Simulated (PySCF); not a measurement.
CH7Si2, SMILES [SiH2]C[SiH3], multiplicity 2. Atoms are numbered in the order given.

```xyz
10

Si     1.5993     0.3601     0.0710
C      0.1101    -0.7108    -0.3647
Si    -1.5537    -0.0124     0.1754
H      2.8953    -0.2965    -0.2945
H      1.5088     1.7076    -0.5758
H      0.0921    -0.8612    -1.4599
H      0.2421    -1.7055     0.0939
H     -2.6701    -0.9069    -0.2607
H     -1.7660     1.3396    -0.4271
H     -1.6014     0.1199     1.6636
```
Charge 0, spin multiplicity 2.

Geometry optimised at PBE0-D3(BJ)/def2-SVP. The isomer is the one that the SMILES or the coordinates give; other isomers of the formula were not compared.

Two levels are set side by side: PBE/pcH-1 (PySCF) and B3LYP/pcH-1 (PySCF). Contact hyperfine couplings, same geometry. Differences are taken from unrounded values.

| quantity | B3LYP |
|---|---|
| A(iso) of 29Si, atom Si1 (MHz) | -485.2 |
| A(iso) of 13C, atom C2 (MHz) | 22.9 |
| A(iso) of 29Si, atom Si3 (MHz) | -8.2 |
| A(iso) of 1H, atom H4 (MHz) | 47.3 |
| A(iso) of 1H, atom H5 (MHz) | 39.9 |
| A(iso) of 1H, atom H6 (MHz) | 65.7 |
| A(iso) of 1H, atom H7 (MHz) | 1.6 |
| A(iso) of 1H, atom H8 (MHz) | -1.1 |
| A(iso) of 1H, atom H9 (MHz) | 0.1 |
| A(iso) of 1H, atom H10 (MHz) | -0.2 |

What does PBE give, and how far is it from B3LYP? (The exact figures need the calculation; the answer reports its results.)


```tsv
quantity	PBE	PBE minus B3LYP
A(iso) of 29Si, atom Si1 (MHz)	-433.6	51.5
A(iso) of 13C, atom C2 (MHz)	16.5	-6.5
A(iso) of 29Si, atom Si3 (MHz)	-9.0	-0.7
A(iso) of 1H, atom H4 (MHz)	32.3	-15.0
A(iso) of 1H, atom H5 (MHz)	25.1	-14.8
A(iso) of 1H, atom H6 (MHz)	64.6	-1.1
A(iso) of 1H, atom H7 (MHz)	1.8	0.2
A(iso) of 1H, atom H8 (MHz)	-1.3	-0.2
A(iso) of 1H, atom H9 (MHz)	-0.1	-0.2
A(iso) of 1H, atom H10 (MHz)	-0.6	-0.4
```

Rough cost on one machine, each run with all the roots and properties that it gave: B3LYP against PBE within a factor of 2.
